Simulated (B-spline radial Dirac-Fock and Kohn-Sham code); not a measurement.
**Ho²⁹⁺: eigenvalues, ΔSCF and the reference**

System: Ho²⁹⁺, configuration [Kr] 4d2.

The density-functional columns are spherical, spin-unpolarised Dirac-Kohn-Sham results without Breit or QED terms: −ε is minus the orbital energy of the initial state and ΔSCF the difference of two total energies. The reference in the last column comes from Dirac-Fock energy differences between relaxed states, corrected for Breit and QED terms. All numbers are from a radial atomic solver, in eV; a selection of levels is shown. The Kohn-Sham columns are given as differences from the reference. For the 1s level of heavy atoms much of the gap between ΔSCF and the reference is the Breit and QED part, -251.8 eV here; for other levels the error of the functional can be larger.

| level | LDA −ε − DF | LDA ΔSCF − DF | Dirac-Fock |
| --- | --- | --- | --- |
| K (1s) | -270.3 | +238.1 | 56691.7 |
| L1 (2s) | -169.6 | -58.9 | 10479.0 |
| L2 (2p1/2) | -128.9 | +6.3 | 9997.0 |
| L3 (2p3/2) | -137.6 | -15.3 | 9149.6 |
| M1 (3s) | -93.6 | -47.5 | 3181.3 |
| M2 (3p1/2) | -77.5 | -29.4 | 2973.6 |
| M3 (3p3/2) | -76.1 | -30.4 | 2789.8 |
| M4 (3d3/2) | -52.8 | -1.3 | 2440.0 |
| M5 (3d5/2) | -53.7 | -3.0 | 2400.7 |
| N1 (4s) | -36.2 | -12.3 | 1355.0 |
| N2 (4p1/2) | -23.0 | +1.0 | 1262.3 |
| N3 (4p3/2) | -23.5 | -0.5 | 1209.8 |
| N4,5 (4d) | -20.5 | +2.6 | 1069.1 |

Values without a named source are computed, but for edge energies of neutral atoms, which are taken from tables.
